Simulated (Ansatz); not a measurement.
Mulliken charges of FH$_{4}$O$_{2}$Si$_{2}$, SMILES `O[SiH][SiH](O)F` radical from r2SCAN/def2-TZVPP in Ansatz (PBE0-D4/def2-TZVP geometry).

| atom | x (Å) | y (Å) | z (Å) | charge (e) |
| --- | --- | --- | --- | --- |
| O1 | -1.439 | 1.170 | -0.096 | -0.418 |
| Si2 | 0.217 | 1.339 | 0.008 | 0.215 |
| Si3 | 0.887 | -0.898 | 0.259 | 0.671 |
| O4 | -0.437 | -1.677 | 0.816 | -0.400 |
| F5 | 1.373 | -1.514 | -1.137 | -0.317 |
| H6 | -1.946 | 1.900 | -0.455 | 0.206 |
| H7 | 0.731 | 2.083 | -1.186 | -0.075 |
| H8 | 1.989 | -1.144 | 1.213 | -0.100 |
| H9 | -1.285 | -1.305 | 0.562 | 0.219 |

**Question.** By hand: the dipole of these point charges (1 e Å = 4.8032 D).

**Answer.** Σ q r = (0.047, 0.411, 0.247) e Å, of length 0.482 e Å = 2.32 D.

**Question.** How does the dipole of the full density compare? (Best estimate.)

**Answer.** Computed: (-0.329, 0.505, -0.037) e Å, 2.90 D; the point charges give 0.80 times that, at 51° from its direction.

Point charges leave out the atoms' own dipoles, such as those of lone pairs, and Mulliken's split depends on the basis, so the two needn't agree.
